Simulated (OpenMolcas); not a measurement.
Ta+.

- Program: OpenMolcas
- Basis: ANO-RCC-VTZP [8s7p5d3f2g1h]
- Scalar Hamiltonian: DKH2, point nucleus
- Active space: 4 electrons in 11 orbitals (5d 6s 6d)
- State averaging: 2S+1 = 5 even, 15 roots; 2S+1 = 3 even, 45 roots kept (CI in the orbitals of an earlier block); 2S+1 = 1 even, 14 roots kept (CI in the orbitals of an earlier block)
- Spin-orbit coupling: state interaction with AMFI integrals over the reference wave functions, term energies averaged over their components

Two sets of levels on these reference wave functions, in eV above 5d3 6s 5F1: one from CASSCF and one from MS-CASPT2, IPEA 0.25 Eh, imaginary shift 0.1 Eh (closed shells correlated: 5s 5p).

```
             Level   Set 1   Set 2
        5d3 6s 5F1  0.0000  0.0000
        5d3 6s 5F2  0.1378  0.1324
        5d3 6s 5F3   0.343   0.345
        5d3 6s 5F4   0.586   0.590
     5d3 6s 3P0(1)   0.726   0.531
        5d3 6s 5F5   0.833   0.830
     5d3 6s 3P1(1)   0.853   0.626
5d2 6s2 3F2 [65 %]   1.058   0.468
       5d2 6s2 3F3   1.360   0.902
        5d3 6s 5P1   1.540   1.402
5d2 6s2 3F4 [69 %]   1.685   1.313
           5d4 5D0   1.695   1.745
           5d4 5D1   1.747   1.793
        5d3 6s 5P3   1.808   1.653
           5d4 5D3   1.976   2.087
 5d3 6s 1G4 [60 %]   2.157   1.777
```

**Question.** Which set is which?

**Answer.** Set 2 is MS-CASPT2. Its levels of the other terms of 5d3 6s lie at 0.73 to 0.91 of the other set's values, as expected, since terms of lower spin or lower L gain more correlation energy than the Hund ground term. Against 7 measured levels (NIST Handbook of Basic Atomic Spectroscopic Data) the mean absolute deviation is 420 cm-1 with it and 2100 cm-1 without; single levels miss by up to 840 cm-1 with it.

Term energies are means over components that CASPT2 splits; among the terms shown or strongly mixed into the levels shown the widest spread is 640 cm-1 (5d3 6s 5F, MS-CASPT2). Terms from blocks run as CI alone lack orbitals of their own. Active for correlation alone: 6d; no level in the range computed is led by a configuration that fills it, so any true level of that kind is missing. Without dynamic correlation excited terms often stand tens of per cent too high (terms of higher spin than the ground term too low), and those without a measured partner can miss by more than the paired ones (holds for CASSCF). The CASPT2 spread within a term exceeds the gap to the next term for 5d3 6s 1G and 5d3 6s 3G, so the order of their levels is uncertain, and so are names and mixing where such terms share a J (holds for MS-CASPT2). Computed and measured levels are paired by configuration, term and J; levels that our copy of the source lacks, or whose pairing is in doubt (as where it misses far off the trend of its configuration), stay unpaired and out of the deviations. Levels of configurations outside the active space are missing. The table leaves out levels that lie high or whose names do not pair safely across all columns.

A share in square brackets marks a mixed level and gives the weight of the term that names it, the lowest over the columns. A number in round brackets counts repeated terms of one configuration in the order of the reference energies.
